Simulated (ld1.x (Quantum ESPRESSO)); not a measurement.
## Configuration tests for C (TM semilocal)

ld1.x (Quantum ESPRESSO) 7.5 input, shortened:

```
&input
   title='C', zed=6., rel=1, dft='PBE', iswitch=3,
   config='[He] 2s2 2p2'
 /
 &inputp
   pseudotype=1, tm=.true., lloc=0,
   nlcc=.false.
 /
2
2P  2  1   2.00   0.00  2.75  2.75  0.0
1S  1  0   2.00   0.00  0.30  0.30  0.0
 &test
   configts(1)='1s2 2s2 2p2'
 /
```

Occupied shells without a wave of their own: 2s. They enter only through the test configuration that unscreens the potential.

Energies are relative to the spin-unpolarised reference configuration 1s2 2s2 2p2; without spin polarisation the order of configurations can differ from experiment.

| valence configuration | charge | ΔE all-electron (eV) | error AE − PS (meV) |
| --- | --- | --- | --- |
| 1s2 2s2 2p0 | +2 | 35.018 | +827 |
| 1s2 2s1 2p0 | +3 | 83.212 | +1729 |
| 1s1 2s2 2p2 | +1 | 304.380 | -2222 |
| 1s2 2s1 2p3 | 0 | 8.478 | +44 |
| 1s2 2s0 2p0 | +4 | 147.097 | +2845 |
| 1s2 2s0 2p4 | 0 | 16.975 | +11 |

(1) What are ΔE and the potential's error for 1s2 2s2 2p1?

Levels in the configuration 1s2 2s2 2p1:

```json
{"level": "1s", "all-electron (eV)": "-288.394", "pseudo (eV)": "-287.587"}
{"level": "2s", "all-electron (eV)": "-25.758", "pseudo (eV)": "-25.597"}
{"level": "2p", "all-electron (eV)": "-17.005", "pseudo (eV)": "-16.742"}
```

A Bessel basis up to 400 Ry misses an occupied level by 0.35 Ry, so cutoffs and ghosts were not judged.

Results:

(1) ΔE = 10.862 eV all-electron; the error (AE − PS) is +80 meV.

The 2s level has no wave, so the channel is fitted at the deeper level alone: the likely source of the large errors.
